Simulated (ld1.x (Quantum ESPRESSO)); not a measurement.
# Before and after: PAW potential for Ni (Z = 28)

ld1.x (Quantum ESPRESSO) 7.5 input, shortened:

```
&input
   title='Ni', zed=28., rel=1, dft='PZ', iswitch=3,
   config='[Ar] 3d8 4s1.5 4p0 4f-2'
 /
 &inputp
   pseudotype=3, lpaw=.true., tm=.true., lloc=3,
   nlcc=.false.,
   which_augfun='PSQ', rmatch_augfun_nc=.true.
 /
7
4S  1  0   1.50   0.00  1.65  2.25  0.0
4S  1  0   0.00   0.10  1.65  2.25  0.0
4P  2  1   0.00   0.00  1.90  2.60  0.0
4P  2  1   0.00   0.10  1.90  2.60  0.0
3D  3  2   8.00   0.00  1.10  1.30  0.0
3D  3  2   0.00  -0.40  1.10  1.30  0.0
4F  4  3  -2.00  -0.15  2.65  2.65  0.0
 &test
   configts(1)='3d8 4s1.5 4p0'
 /
```

Change: wave 4f channel at -0.15 Ry: rc 2.65 bohr becomes 4f channel at -0.15 Ry: rc 3.68 bohr.

Cutoffs: the cutoffs (Ry, on a coarse ladder) from which the occupation-weighted sum of valence levels, in a spherical-Bessel basis at the reference potential, stays within 10 and 1 mRy of its value at 400 Ry; they do not see the model core or the augmentation charge, which bear on the density cutoff. Errors are all-electron minus pseudo energies relative to the spin-unpolarised reference configuration.

Question: Predict the effect on cutoff, ghosts and configuration errors.

Answer: The potential gets neither clearly harder nor softer (70 Ry and 110 Ry → 70 Ry and 110 Ry); the number of tests with a reliable result goes from 9 to 5 (the test run of the changed file stopped, so its transferability is not established); of the 5 tests that both files solve, the error grows in 4 and shrinks in 1 by more than 15 % and 0.3 meV (median size 8.8 → 13.1 meV); neither file shows a bound ghost.

| quantity | base | changed |
| --- | --- | --- |
| cutoff, loose | 70 Ry | 70 Ry |
| cutoff, tight | 110 Ry | 110 Ry |
| bound ghosts | none | none |
| tests with a reliable result | 9 of 9 | 5 of 9 (the test run stopped) |
| error for 3d8 4s2 4p0, meV [ΔE -3.84 eV] | +0.1 | +0.7 |
| error for 3d8 4s1 4p0, meV [ΔE 5.76 eV] | -1.2 | +0.2 |
| error for 3d8 4s0 4p0, meV [ΔE 23.42 eV] | -8.8 | +13 |
| error for 3d9 4s0 4p0, meV [ΔE 2.72 eV] | -112 | -158 |
| error for 3d7 4s2 4p1, meV [ΔE 6.81 eV] | -174 | -208 |
| lowest overlap eigenvalue by channel | s 0.39, p 0.67, d 0.96 | s 0.45, p 0.68, d 0.98 |
